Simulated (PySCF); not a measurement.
**Deuteron quadrupole couplings in `CS[C@@H]1[SiH2]C[Si@H]1C#N`**

Species: C4H9NSSi2.
SMILES with atom numbers: `[CH3:1][S:2][C@@H:3]1[SiH2:4][CH2:5][Si@H:6]1[C:7]#[N:8]` (hydrogens: H9, H10, H11 on C1; H12 on C3; H13, H14 on Si4; H15, H16 on C5; H17 on Si6)

Structure used (GFN2-xTB), in Å, numbered top down from 1:
```xyz
17
C4H9NSSi2 angstrom
C      2.9756    0.2917    0.4846
S      1.5918   -0.2306    1.5339
C      0.3098   -0.4243    0.2511
Si    -0.3768    1.2445   -0.4476
C     -2.0470    0.7970    0.3920
Si    -1.3954   -0.8971    1.0113
C     -2.1303   -2.3121    0.0399
N     -2.5798   -3.1730   -0.5674
H      2.6984    1.1943   -0.0543
H      3.8161    0.4870    1.1426
H      3.2238   -0.5050   -0.2122
H      0.7099   -1.1357   -0.4718
H     -0.3981    1.2771   -1.9093
H      0.2858    2.4236    0.1057
H     -2.8986    0.7449   -0.2808
H     -2.3279    1.4723    1.1958
H     -1.4646   -1.2428    2.4261
```

Level: PBE0/pcSseg-1 (PySCF, non-relativistic); Q(2H) = 0.00286 b; rigid geometry, the same for H and D, with no vibrational averaging.

Question: Rank these positions by the coupling χzz of a deuteron there, largest first.
A. H14 (Si–H hydrogen)
B. H11 (methyl hydrogen)
C. H15 (methylene hydrogen)

Answer: C (221 kHz), B (210 kHz), A (110 kHz).

Tabulate Vzz, the asymmetry η and χzz = 234.96 MHz × Q × Vzz for every hydrogen position.

| atom | bonded to | bond length (Å) | Vzz (au) | η | χzz (kHz) |
| --- | --- | --- | --- | --- | --- |
| H9 | C1 | 1.087 | 0.3134 | 0.04 | 211 |
| H10 | C1 | 1.085 | 0.3177 | 0.04 | 213 |
| H11 | C1 | 1.087 | 0.3124 | 0.03 | 210 |
| H12 | C3 | 1.090 | 0.3172 | 0.06 | 213 |
| H13 | Si4 | 1.462 | 0.1629 | 0.01 | 109 |
| H14 | Si4 | 1.461 | 0.1635 | 0.02 | 110 |
| H15 | C5 | 1.087 | 0.3289 | 0.02 | 221 |
| H16 | C5 | 1.087 | 0.3292 | 0.02 | 221 |
| H17 | Si6 | 1.458 | 0.1630 | 0.02 | 110 |

Average by the element that carries the hydrogen.

on C: 215 kHz over 6 positions, mean bond length 1.087 Å; on Si: 110 kHz over 3 positions, mean bond length 1.461 Å.

One conformer (not necessarily the lowest) at the GFN2-xTB geometry, without solvent, vibrations or thermal averaging. GFN2-xTB bond lengths can be off by several hundredths of an ångström, more for odd bonds, and the gradients follow them. With so small a basis the couplings can be 20 % off.
